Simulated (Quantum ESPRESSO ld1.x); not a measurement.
All-electron atom: Gd2+ in [Xe] 4f6 5d2 (not the ground configuration). All-electron calculation, non-relativistic Kohn-Sham, LDA (Slater exchange, Perdew-Zunger correlation), spin-unpolarised, spherical densities, point nucleus; relativity is left out, which matters for an element this heavy. Program: ld1.x of Quantum ESPRESSO 7.5. Some entries of the table are withheld. Estimate them.

orbital,occ.,eigenvalue (eV),<r^2> (bohr^2)
1s,2,(1),0.0007519
2s,2,-7515.47,(2)
2p,6,-7153.90,0.008889
3s,2,-1677.05,0.07752
3p,6,-1515.71,0.07254
3d,10,-1214.01,0.05796
4s,2,-348.526,0.3879
4p,6,-285.368,(3)
4d,10,(4),0.4632
5s,2,-60.6550,2.176
5p,6,-42.8830,2.716
4f,6,-34.1931,0.7694
5d,2,-17.4620,5.575

Answer. 
(1) 1s eigenvalue (eV): -47060.1
(2) 2s <r^2> (bohr^2): 0.01196
(3) 4p <r^2> (bohr^2): 0.4085
(4) 4d eigenvalue (eV): -172.483
